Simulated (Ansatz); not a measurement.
Ansatz results at the PBE0-D4/def2-TZVP geometry: size of the dipole moment (B3LYP/def2-TZVPP) 0.00 D; HOMO energy (PBE/def2-TZVPP) -6.44 eV; HOMO–LUMO gap (ωB97M-V/def2-TZVPP) 10.31 eV.

Each molecule was computed in one conformer, which needn't be the lowest.

Q: Which molecule gave them?
A. `C[NH][Al]([F])[F]`
B. `C[CH2][Al]([Cl])[Br]`
C. `[OH][Al]([F])[Cl]`
D. `C=[CH][Al]([CH]=C)[CH]=C`

A: D. The others give `C[CH2][Al]([Cl])[Br]`: 2.09, -6.98, 11.07; `C[NH][Al]([F])[F]`: 2.55, -5.89, 10.60; `[OH][Al]([F])[Cl]`: 1.99, -8.05, 12.50.

B3LYP here is the variant with VWN-RPA as its local correlation; programs differ in this.
